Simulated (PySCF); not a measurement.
Species: C₆H₁₃BS.
Z-matrix (Å and degrees, PBE0-D3(BJ)/def2-SVP geometry), rows numbered from 1:
```
C 
S   1  1.8164
B   2  1.7721  1  105.75
C   3  1.5674  2  125.98  1    -3.44
C   4  1.5338  3  116.12  2   150.16
C   5  1.5387  4  105.00  3   159.66
C   6  1.5452  5  105.73  4   -23.01
C   7  1.5355  6  105.73  5    -3.04
H   1  1.0979  2  110.94  3    58.35
H   1  1.0984  2  111.09  3   -63.87
H   1  1.0973  2  107.22  3   177.24
H   3  1.2110  2  112.56  1   179.89
H   4  1.1054  3  111.83  2    24.70
H   5  1.1028  4  109.00  3    41.50
H   5  1.1008  4  112.89  3   -76.89
H   6  1.1010  5  110.57  4    96.57
H   6  1.1004  5  111.55  4  -145.37
H   7  1.1014  6  110.35  5   115.52
H   7  1.1005  6  112.72  5  -125.54
H   8  1.1006  4  113.28  3    71.38
H   8  1.1041  4  109.32  3   -47.52
```

Computed with PySCF at PBE0/pcSseg-1, non-relativistic, on one gas-phase PBE0-D3(BJ)/def2-SVP geometry that isn't relaxed in the solvent. The solvent is an IEF-PCM continuum (van der Waals radii × 1.2). The model holds no explicit solvent molecules, cavitation or dispersion.

```tsv
run	E − E(gas) (kcal/mol)	HOMO (eV)	HOMO–LUMO gap (eV)	dipole (D)
gas	0.00	-7.52	6.85	2.04
P	-1.80	-7.55	6.88	2.54
Q	-2.08	-7.55	6.88	2.63
```

Question: The runs were made in chloroform and tetrahydrofuran. Which run belongs to which solvent?

Answer: P = chloroform, Q = tetrahydrofuran. The dielectric constants are 4.711 (chloroform), 7.426 (tetrahydrofuran), and the energy falls further as ε rises. In this model the ground state sees the solvent through ε alone.

Question: How constant is the ratio of the lowering to (ε − 1)/(2ε + 1)?

Answer: 
```json
{"solvent": "chloroform", "(ε − 1)/(2ε + 1)": "0.356", "E − E(gas) (kcal/mol)": "-1.80", "ratio (kcal/mol)": "-5.1", "polarisation term (kcal/mol)": "-2.04"}
{"solvent": "tetrahydrofuran", "(ε − 1)/(2ε + 1)": "0.405", "E − E(gas) (kcal/mol)": "-2.08", "ratio (kcal/mol)": "-5.1", "polarisation term (kcal/mol)": "-2.42"}
```

The ratio changes by +1.6 % in size from chloroform to tetrahydrofuran. The polarisation term is half the interaction of the solute with the induced surface charges.

The run took 76 s on one thread, Intel Xeon at 2.50 GHz (x86_64) (shared host), and the process peaked at 1.1 GiB of memory. This is the whole shielding run at PBE0/pcSseg-1 in tetrahydrofuran, SCF included.
